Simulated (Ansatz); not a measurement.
The cluster Mg4H3, relaxed as a doublet with UKS r2SCAN-D4/def2-TZVP in Ansatz, starting from the GFN2-xTB geometry. Force threshold 0.02 eV/Å.

The charge 0 doublet is spin-contaminated (final ⟨S²⟩ up to 0.85, 0.75 for a pure state). The relaxation made no stability test and no search for a lower SCF solution. Another isomer (doublet) lies 0.05 eV lower at PBE0-D4/def2-TZVP; other spin states weren't run for this one.

Start:

Cartesian coordinates in Å:
```
Mg -0.073 -2.052 1.262
Mg -1.335 1.681 -1.828
Mg 1.822 -0.579 2.386
Mg -1.049 -0.625 -0.622
H -1.591 3.609 -1.445
H 1.557 -2.562 -0.163
H 0.669 0.527 0.410
```

```tsv
step	energy (eV)	largest force component (eV/Å)	SCF passes
1	-21819.1163	2.038	27
2	-21820.0006	0.916	32
3	-21820.5015	0.629	36
4	-21820.8563	0.468	30
5	-21821.1610	0.599	29
6	-21821.4170	0.444	29
7	-21821.5757	0.359	30
8	-21821.6712	0.195	30
9	-21821.7360	0.191	28
10	-21821.7859	0.141	30
11	-21821.8278	0.088	26
12	-21821.8504	0.055	22
13	-21821.8544	0.155	24
14	-21821.8586	0.086	22
15	-21821.8624	0.019	24
16	-21821.8634	0.010	24
17	-21821.8647	0.021	23
18	-21821.8656	0.051	24
19	-21821.8667	0.042	25
20	-21821.8681	0.013	22
21	-21821.8689	0.025	23
22	-21821.8692	0.016	22
```

Force components are those of the run's own axes.

End:

```xyz
7

Mg    0.422   -3.083    1.163
Mg   -1.388    2.121   -1.735
Mg    2.223   -1.025    2.240
Mg   -0.068    0.125   -0.127
H    -2.183    3.322   -2.702
H    -0.177   -1.735   -0.098
H     1.171    0.275    1.258
```

Bonds formed: Mg1–H6, Mg3–H7, Mg4–H6, Mg4–H7 (atoms count from 1). Metal–metal contacts that move far: Mg1–Mg4 2.56 to 3.49 Å.

The force fell under the threshold at step 15, but the optimiser went on and released 0.007 eV more. No frequencies were taken in this run, so the end may be a saddle point.

Hardware: 4 threads of Arm Neoverse V2 on a shared host. Wall time 82 s.
